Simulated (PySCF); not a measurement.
C2H4Cl2Si2, SMILES [SiH3]C#C[SiH](Cl)Cl.

Geometry: B3LYP-D3(BJ)/def2-SVP. The structure was generated by enumeration, and PubChem lists no compound with its InChIKey, so it may never have been made.

Two levels are set side by side: TDA-PBE/def2-SVPD (PySCF) and TDA-LC-ωPBE/def2-SVPD (PySCF). Vertical, same geometry. The lowest singlet is HOMO→LUMO+1 66 %, HOMO−1→LUMO 34 % with PBE and HOMO−1→LUMO 48 %, HOMO→LUMO+1 35 % with the other functional; states are paired by order. Differences are taken from unrounded values.

```csv
quantity,TDA-LC-ωPBE
lowest singlet excitation (eV),5.49
lowest triplet excitation (TDA) (eV),4.34
first bright state (f over 0.05) (eV),8.25
its oscillator strength,0.58
```

Q: What does TDA-PBE give, and how far is it from TDA-LC-ωPBE? (The exact figures need the calculation; the answer reports its results.)

A: 
```
quantity                               TDA-PBE  TDA-PBE minus TDA-LC-ωPBE
-------------------------------------  -------  -------------------------
lowest singlet excitation (eV)            5.20                      -0.28
lowest triplet excitation (TDA) (eV)      4.37                       0.04
first bright state (f over 0.05) (eV)     6.12                      -2.13
its oscillator strength                   0.08                      -0.50
```

Functionals without exact exchange tend to place singlet excitations lower, as here. Differences between two approximate levels are no errors against the true value.

Rough cost on one machine, each run with all the roots and properties that it gave: TDA-LC-ωPBE against TDA-PBE about 4 times.
